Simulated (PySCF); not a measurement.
GeB: frontier orbitals

UHF at R = 1.979 Å; Ge x2c-SVPall, B x2c-SVPall; spin-free X2C with a Gaussian nucleus (PySCF 2.14). State: ⁴Σ⁻ (quartet), unpaired electrons σ ↑, π ↑↑. Only the outer orbitals are listed, counted within each symmetry.

| spin | orbital | occ. | ε (eV) | on Ge (%) | main shells (%) |
| --- | --- | --- | --- | --- | --- |
| α | 8σ | 1 | -20.53 | 60 | 53 Ge s, 35 B s |
| α | 9σ | 1 | -13.91 | 36 | 47 B s, 28 Ge s, 17 B p |
| α | 10σ | 1 | -9.44 | 54 | 45 B p, 38 Ge p, 14 Ge s |
| α | 4π | 1 | -8.61 | 53 | 51 Ge p, 46 B p |
| α | 4π | 1 | -8.61 | 53 | 51 Ge p, 46 B p |
| α | 5π | 0 | 1.11 | 51 | 50 Ge p, 49 B p |
| α | 5π | 0 | 1.11 | 51 | 50 Ge p, 49 B p |
| α | 11σ | 0 | 5.76 | 102 | 89 Ge p, 16 B p, 9 Ge s |
| β | 8σ | 1 | -16.65 | 64 | 61 Ge s, 27 B s, 8 B p |
| β | 9σ | 1 | -10.02 | 67 | 36 Ge p, 32 B s, 30 Ge s |
| β | 4π | 0 | 0.53 | 74 | 74 Ge p, 26 B p |
| β | 4π | 0 | 0.53 | 74 | 74 Ge p, 26 B p |
| β | 10σ | 0 | 1.46 | 18 | 47 B s, 36 B p, 16 Ge p |

Which are the highest filled and the lowest empty level, where do they sit, and how wide is the gap?

Highest filled α 4π at -8.61 eV (in %: 51 Ge p, 46 B p); lowest empty β 4π at 0.53 eV (in %: 74 Ge p, 26 B p); the gap at UHF is 9.14 eV. Both belong to one degenerate shell, split only by its one-sided filling, so this is no excitation gap. An empty level above zero is unbound, and its energy depends on the basis.

The bond order (Mayer) is 1.90, the ⟨S²⟩ is 3.755 and the charge on Ge (Mulliken, basis-dependent) is 0.14. The charge on Ge (Löwdin, basis-dependent) is 0.15 and the dipole moment (positive dipole means Ge(−)B(+)) is -0.31 D. The polarisability along the bond is 83.6 bohr³ and the polarisability across the bond is 30.8 bohr³.

Shares are Mulliken populations and can fall outside 0 to 100 %.

Spin–orbit coupling is left out. The state is the lowest determinant that a PBE0 search found; another state may lie lower at other levels.
